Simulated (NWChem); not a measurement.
# Atomisation of hydrogen (H2)

SMILES: [H][H]
```xyz
2

H      0.0000     0.0000     0.3842
H      0.0000     0.0000    -0.3842
```
Charge 0, spin multiplicity 1.

The numbers come from NWChem runs, not from measurements. Structure: optimised with PBE/def2-SVP, a minimum by its harmonic frequencies.

Basis set: def2-QZVP. The atomisation energy is electronic alone: no zero-point, thermal, spin-orbit or counterpoise terms. No value is extrapolated to the basis-set limit. Free atoms are single determinants with multiplicities H 2.

B3LYP has NWChem's definition, with VWN1-RPA local correlation. No SCF solution was tested for a lower state.

**Question.** For the atomisation energy, HF gives 83.3 kcal/mol and LDA (SVWN5) gives 113.3 kcal/mol. What do PBE, B3LYP, BP86 give?

**Answer.** PBE: 104.5 kcal/mol; B3LYP: 110.1 kcal/mol; BP86: 111.5 kcal/mol.
